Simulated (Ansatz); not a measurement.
Cartesian coordinates in Å:
```
N 1.356 -0.542 1.404
Si -0.177 -0.143 0.788
F -1.295 -0.052 1.938
C -0.186 1.386 -0.351
O -0.319 0.705 -1.623
Si -0.686 -0.906 -1.338
H 1.872 0.076 2.009
H 1.626 -1.502 1.540
H -1.037 2.058 -0.199
H 0.728 1.985 -0.362
H 0.208 -1.817 -2.104
H -2.091 -1.247 -1.701
```

Total charge 0; spin multiplicity 1.

(1) List the PBE0/def2-TZVPP orbital energies in eV (Ansatz 0.2.0). (An estimate is asked.)

Results:

(1) The calculation gave: Occupied: -1803.45, -1802.89, -673.62, -522.61, -391.28, -279.24, -145.63, -145.16, -100.33, -100.29, -100.27, -99.86, -99.79, -99.79, -32.97, -28.15, -24.24, -18.81, -15.96, -14.32, -14.26, -13.39, -12.90, -12.52, -12.34, -12.02, -11.57, -10.02, -8.45, -8.25, -7.89, -7.60. Lowest empty: -0.34, 0.27, 0.61, 0.99, 1.95, 2.20, 2.57, 2.61.
